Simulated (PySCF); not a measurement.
**Electronic absorption of C6H4BClF2**

Compound: C6H4BClF2.
Geometry (PBE0-D3(BJ)/def2-SVP, Å), atoms numbered from 1 in this order:
```
atom  x, y, z in Å
F1     3.4164    1.1058   -0.5852
B2     3.1464   -0.1470   -0.9222
F3     4.1816   -0.9373   -1.1056
C4     1.6600   -0.5779   -1.0806
C5     0.6815    0.4178   -0.9009
C6    -0.6764    0.1505   -1.0275
C7    -1.0908   -1.1433   -1.3406
C8    -0.1537   -2.1559   -1.5234
C9     1.2059   -1.8719   -1.3947
Cl10   2.3112   -3.1836   -1.6324
H11    1.0133    1.4292   -0.6557
H12   -1.4101    0.9461   -0.8832
H13   -2.1544   -1.3720   -1.4438
H14   -0.4651   -3.1729   -1.7664
```

Method used: PySCF, TDDFT CAM-B3LYP/def2-SVPD, vertical, gas phase, core orbitals frozen in the response.

| state | E (eV) | ν̃ (cm⁻¹) | f | \|μ\| (D) | main configurations (H = HOMO, L = LUMO) |
| --- | --- | --- | --- | --- | --- |
| S1 | 4.86 | 39170 | 0.047 | 1.60 | H→L (80%), H-1→L+1 (12%) |
| S2 | 5.60 | 45130 | 0.071 | 1.83 | H-1→L (59%), H→L+1 (32%) |
| S3 | 6.44 | 51910 | 0.628 | 5.07 | H→L+1 (61%), H-1→L (34%) |
| S4 | 6.46 | 52130 | 0.0015 | 0.25 | H-2→L (88%) |
| S5 | 6.65 | 53650 | 0.278 | 3.32 | H-1→L+1 (77%), H→L (10%) |
| S6 | 6.82 | 54990 | 0.0004 | 0.13 | H→L+3 (44%), H→L+2 (33%) |
| S7 | 7.19 | 57960 | 0.010 | 0.61 | H→L+2 (51%), H→L+3 (14%), H→L+4 (14%) |
| S8 | 7.20 | 58110 | 0.0021 | 0.28 | H-4→L (66%), H-2→L+1 (24%) |
| S9 | 7.39 | 59610 | 0.0001 | 0.05 | H-2→L+1 (52%), H-4→L (19%), H-5→L (16%) |
| S10 | 7.55 | 60900 | 0.0000 | 0.03 | H-5→L (48%), H-1→L+2 (30%) |

Triplets (Tamm–Dancoff): T1 3.75 eV, H→L (40%), H-1→L (32%), H→L+1 (20%); T2 4.14 eV, H→L (54%), H-1→L (30%); T3 4.51 eV, H→L+1 (61%), H-1→L (33%); T4 5.29 eV, H-1→L+1 (89%).

The lowest singlet comes at 255 nm (469 kJ/mol) in the ultraviolet; it is of moderate strength; its leading configuration is HOMO→LUMO (80%). The strongest level in the table is S3 at 6.44 eV (193 nm, f = 0.628). Löwdin shares by element: HOMO carbon 48% or more, chlorine 25% (atoms not listed hold the other 27%); LUMO carbon 46% or more, boron 15% (atoms not listed hold the other 39%). Of the 10 states listed, 5 reach f = 0.01 and 3 stay under 0.0005. The listed states span 2.69 eV, and the widest gap between neighbours is 0.84 eV (S2 to S3). Orbital energies (eV): HOMO-3 -11.33, HOMO-2 -10.45, HOMO-1 -9.36, HOMO -8.70, LUMO -0.77, LUMO+1 0.16, LUMO+2 0.95. The vertical ionisation energy (ΔSCF) is 9.41 eV, 1.86 eV above S10. Singlets were solved by full linear response, triplets in the Tamm–Dancoff approximation.

Hardware: an Arm Neoverse V2 with one thread, no GPU, shared host with 96 logical CPUs at a one-minute load of 36. Cost: 4.0 min wall, 1.5 GiB resident at most.
